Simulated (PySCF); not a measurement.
Below is a simulated gas-phase Si 2p photoelectron spectrum of `Br[Si]Br`.

Every computed line was given a Gaussian of 0.5 eV full width at half maximum and an area set by the number of equivalent atoms (split 2:1 within a doublet); the highest printed point is 100. Method used: PySCF 2.14.0, delta-SCF UKS SCAN, pcX-2 on the ionised atom, pcseg-1 elsewhere, spin-free X2C.

| binding energy (eV) | intensity |
| --- | --- |
| 108.2 | 1 |
| 108.3 | 3 |
| 108.4 | 9 |
| 108.5 | 22 |
| 108.6 | 45 |
| 108.7 | 73 |
| 108.8 | 95 |
| 108.9 | 100 |
| 109.0 | 86 |
| 109.1 | 64 |
| 109.2 | 48 |
| 109.3 | 45 |
| 109.4 | 49 |
| 109.5 | 51 |
| 109.6 | 45 |
| 109.7 | 32 |
| 109.8 | 18 |
| 109.9 | 8 |
| 110.0 | 3 |
| 110.1 | 1 |
| 110.2 | 0 |

Problem. How many maxima does the curve show, and how many computed lines lie under it?

Solution. The curve has 2 maxima (at 108.9 and 109.5 eV). Under it lie 2 lines from 1 inequivalent silicon site, drawn as a 2p3/2, 2p1/2 pair.

Problem. Decompose the envelope and assign each component. Bonds: Si1–Br2, Si1–Br3.

Solution. 
```
position (eV)  relative area      line  atoms             environment
       108.87           0.67  Si 2p3/2    Si1  silicon bonded to 2 Br
       109.50           0.33  Si 2p1/2    Si1  silicon bonded to 2 Br
```

Problem. What are the centre and the root-mean-square width of the whole band?

Solution. The area-weighted mean of the lines is 109.08 eV. Their own spread about it is 0.30 eV (rms) and each Gaussian has σ = 0.5/2.355 = 0.21 eV; the variances add, which gives 0.37 eV.

The curve has no shake-up lines and no vibrational structure. Spin–orbit and ligand-field terms were added within each 2p shell after the spin-free SCF. 2p1/2 minus 2p3/2 (ligand field included): Si 0.63 eV. Isolated species at its PBE0-D3(BJ)/def2-SVP geometry, gas phase.
